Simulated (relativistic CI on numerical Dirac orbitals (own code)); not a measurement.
Method of calculation: Dirac-Coulomb-Breit CI, KLI orbitals optimised for each configuration, model QED (radiative potential, 1s self-energy scaled to tabulated hydrogen-like ionisation energies), unscaled Slater integrals (own radial code, finite nucleus).

Configuration list (outside the closed core [Kr] 4d10): 4f¹⁴5s²5p, 4f¹⁴5s5p², 4f¹⁴5s²5d, 4f¹³5s²5p², 4f¹⁴5s5p5d, 4f¹⁴5s²5f, 4f¹⁴5s²5g, 4f¹⁴5s5p5f, 4f¹³5s²5p5d, 4f¹⁴5s²6s, 4f¹⁴5p²5d, 4f¹⁴5s5d², 4f¹⁴5s²6p, 4f¹⁴5s5p5g, 4f¹⁴5p²6s, 4f¹³5s²5p6s, 4f¹⁴5s5p6s, 4f¹⁴5s²6d, 4f¹⁴5s5d6s, 4f¹³5s²5p5f, 4f¹⁴5p³, 4f¹³5p⁴, 4f¹⁴5p5d², 4f¹⁴5d³, 4f¹³5p²5d², 4f¹⁴5d²5f, 4f¹⁴5d²5g, 4f¹⁴5p5f², 4f¹⁴5d5f², 4f¹³5p²5f², 4f¹⁴5f³, 4f¹⁴5f²5g, 4f¹⁴5p²5f, 4f¹³5p³5f. Double excitations out of closed p, d and f shells are left out; levels of such configurations are missing from the list, as are those of other unlisted configurations, and high levels can miss mixing partners. Some configurations lack a partner that the ground configuration has and come out too high, among them 4f¹³5s²5p5d, 4f¹³5s²5p6s, 4f¹⁴5s²6s, 4f¹⁴5s²6p, 4f¹⁴5s²6d.

At this charge transitions that keep the count of f electrons are usually good to a few per cent. Levels that differ in their count of f electrons can be misplaced by several ten thousand cm⁻¹, since the correlation energy of f electrons is missing or only estimated; rates across such gaps can be off by orders of magnitude.

Outline of the computed level scheme of Au XVII. Lowest level of each configuration: 4f¹⁴5s²5p ²P°1/2 at 0.000 eV; 4f¹⁴5s5p² ⁴P1/2 at 39.888 eV; 4f¹³5s²5p² ²F°7/2 at 41.490 eV; 4f¹⁴5s²5d ²D3/2 at 88.549 eV; 4f¹⁴5p³ ²P°3/2 at 107.262 eV; 4f¹⁴5s5p5d ⁴F°3/2 at 121.461 eV.

Some strong electric-dipole decays among the lowest 45 levels: 4f¹⁴5s²5d ²D3/2 → 4f¹⁴5s²5p ²P°1/2 (2.0e+11 s⁻¹); 4f¹⁴5s²5d ²D5/2 → 4f¹⁴5s²5p ²P°3/2 (1.9e+11 s⁻¹); 4f¹⁴5s5p² ²P3/2 → 4f¹⁴5s²5p ²P°3/2 (1.8e+11 s⁻¹); 4f¹⁴5s5p² ²P1/2 → 4f¹⁴5s²5p ²P°1/2 (1.4e+11 s⁻¹); 4f¹⁴5s5p² ²S1/2 → 4f¹⁴5s²5p ²P°3/2 (9.3e+10 s⁻¹); 4f¹⁴5s5p² ²P3/2 → 4f¹⁴5s²5p ²P°1/2 (7.3e+10 s⁻¹); 4f¹⁴5s5p² ²D3/2 → 4f¹⁴5s²5p ²P°1/2 (5.2e+10 s⁻¹); 4f¹⁴5p³ ²P°3/2 → 4f¹⁴5s5p² ⁴P1/2 (3.5e+10 s⁻¹).

LS names give the leading component of a level, which can be under half, so a name can repeat, a term be missing and a line seem to break the LS rules.
